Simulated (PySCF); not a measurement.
# Computed properties of CH₆O₃Si₂, SMILES C([SiH2]O)(=O)[SiH2]O

CH₆O₃Si₂, SMILES C([SiH2]O)([SiH2]O)=O. Geometry: ωB97X-D3(BJ)/def2-SVP. This is a generated structure with no PubChem entry under its InChIKey; it may be hypothetical. The values are those of a single conformer. All values are computed for the isolated molecule unless a solvent is named; none is compared with measurement here.

**Structure.** The optimised structure has C2v symmetry. All 30 harmonic modes at ωB97X-D3(BJ)/def2-SVP (PySCF) are real, so it is a minimum. With heavy atoms numbered as in [O:1]=[C:2]([SiH2:3][OH:4])[SiH2:5][OH:6], the shortest bond between them is O1–C2 at 1.232 Å and the longest C2–Si5 at 1.933 Å.

**Vibrations.** The strongest infrared lines (harmonic, unscaled, degenerate partners summed) lie at 883 cm⁻¹ (335 km/mol, O 54 %, C 16 %, H 16 %, Si 14 %), 1003 cm⁻¹ (316 km/mol, H 86 %, Si 10 %), 1019 cm⁻¹ (305 km/mol, H 42 %, C 38 %, Si 17 %). The softest mode is at 60 cm⁻¹ and the zero-point energy is 46.1 kcal/mol.

**Electronic structure.** r2SCAN/def2-TZVP (PySCF) places the frontier levels at -6.00 and -3.34 eV, a gap of 2.66 eV, and gives a dipole moment of 0.99 D and a mean polarisability of 73.8 bohr³. PBE/def2-TZVP (PySCF) at the same geometry gives -5.79 and -3.48 eV, so its gap is 0.35 eV narrower. An orbital gap is neither the optical nor the fundamental gap.

**Excitations.** TDDFT-PBE0/def2-SVPD (PySCF) has S1 at 2.69 eV (461 nm, f = 0.000, dark); the most intense of the 10 singlets computed lies at 7.14 eV (f = 0.20). T1 (TDA) is at 1.98 eV. TDDFT-PBE/def2-SVPD (PySCF) puts S1 at 2.61 eV.

**NMR.** GIAO shifts at KT2/pcSseg-1 (PySCF) (non-relativistic, atoms alike by connectivity averaged): ¹³C at 293.3 ppm against TMS; ¹H from 2.4 to 5.5 ppm against TMS; ²⁹Si at -39.5 ppm against TMS.

**Solvation.** SMD-M06-2X/def2-SVP (PySCF) gives -5.0 kcal/mol in water, -3.6 kcal/mol in chlorobenzene, -3.5 kcal/mol in chloroform (1 M in both phases, gas-phase geometry); of these solvents water holds the molecule best.
